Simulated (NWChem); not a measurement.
Species: C2H2BF; SMILES C#CBF

```xyz
6

B     -0.5367    -0.6995     0.0000
C     -0.0891     0.7600     0.0000
C      0.2184     1.9381     0.0000
H      0.4971     2.9775     0.0000
F      0.3666    -1.6631     0.0000
H     -1.7025    -1.0135     0.0000
```
Atoms are numbered in this order, from 1.

STO-3G and 3-21G are far too small for this property and stand as cheap habits. Structure relaxed at the PBE0/def2-SVP level.

### Question
Give the principal values of the shielding tensors (ppm) of B1, C2, C3, F5 from Hartree-Fock/STO-3G, GIAO (NWChem), with their diamagnetic and paramagnetic parts as GIAO splits them.

### Answer
```json
[
 {"atom": "B1", "σ11": "74.7", "σ22": "78.4", "σ33": "140.6", "isotropic": "97.9", "diamagnetic": "198.9", "paramagnetic": "-100.9"},
 {"atom": "C2", "σ11": "108.4", "σ22": "109.7", "σ33": "321.7", "isotropic": "179.9", "diamagnetic": "263.8", "paramagnetic": "-83.9"},
 {"atom": "C3", "σ11": "103.4", "σ22": "114.7", "σ33": "196.6", "isotropic": "138.2", "diamagnetic": "264.3", "paramagnetic": "-126.1"},
 {"atom": "F5", "σ11": "105.6", "σ22": "174.7", "σ33": "653.0", "isotropic": "311.1", "diamagnetic": "454.4", "paramagnetic": "-143.2"}
]
```
